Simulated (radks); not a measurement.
Effect of the nuclear size on neutral tungsten, [Xe] 4f14 5d4 6s2. All-electron calculation, Dirac Kohn-Sham, LDA (Slater exchange, Perdew-Wang correlation), spin-unpolarised, spherical densities, finite nucleus; open shells are shared between the two j in proportion to 2j + 1; Fermi nuclear charge, rms radius 5.3658 fm. Program: a radial shooting solver on a logarithmic mesh with Libxc functionals. The rms radius is varied about that value; shifts are against it.

rms radius (fm)  total energy shift (eV)  density at nucleus (e/bohr^3)  1s1/2 shift (meV)  2s1/2 shift (meV)  5p1/2 shift (meV)  6s1/2 shift (meV)  5d5/2 shift (meV)  6p1/2 (empty) shift (meV)
4.5556                             -16.6                      1.501e+06              -6710               -945              0.530             -0.599              0.521                      0.195
5.0331                             -7.01                       1.45e+06              -2840               -400              0.224             -0.254              0.221                      0.082
5.3658                                 0                      1.419e+06              0.000              0.000              0.000              0.000              0.000                      0.000
5.8112                              9.85                       1.38e+06               3990                562             -0.315              0.356             -0.310                     -0.116
6.5838                              28.1                      1.321e+06              11400               1610             -0.897               1.02             -0.884                     -0.330

Slopes of the eigenvalues against <r^2> in GHz/fm^2, as finite differences over the two radii next to the reference (eigenvalue slopes, not the field-shift constants of lines): 1s1/2 196000, 2s1/2 27600, 5p1/2 -15.4, 6s1/2 17.5, 5d5/2 -15.2, 6p1/2 (empty) -5.68.
